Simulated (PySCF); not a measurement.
# Relaxation of triplet RuN2

Computed with UPBE0/[Ru def2-TZVP with ECP28, N def2-TZVP], scalar-relativistic core potentials, density fitting, no spin–orbit coupling, PySCF. A (50,194) grid was used.

A hand-made bent start, of C2v symmetry, held to at least that symmetry:

```xyz
3
charge 0 multiplicity 3, angstrom
Ru    0.0000    0.0000   -0.2151
N     1.4253    0.0000    0.7829
N    -1.4253    0.0000    0.7829
```

What forces act on the atoms at the start (eV/Å)?


```csv
atom,Fx,Fy,Fz
Ru1,0.00,0.00,5.11
N2,-3.03,0.00,-2.55
N3,3.03,0.00,-2.55
```

What does it relax to?

It ends at C2v with Ru–N 1.646 Å (×2); N–Ru–N 112.2°. A frequency run shows a minimum.

How much energy is released, and in how many steps?

40.4 kJ/mol in 4 steps.

Other spin states or occupations of the open shell can lie lower. At this level a broken-symmetry Ms = 0 minimum of C∞v symmetry lies 264 kJ/mol below this structure.

The relaxation took of the order of 40 core-seconds on a shared host.
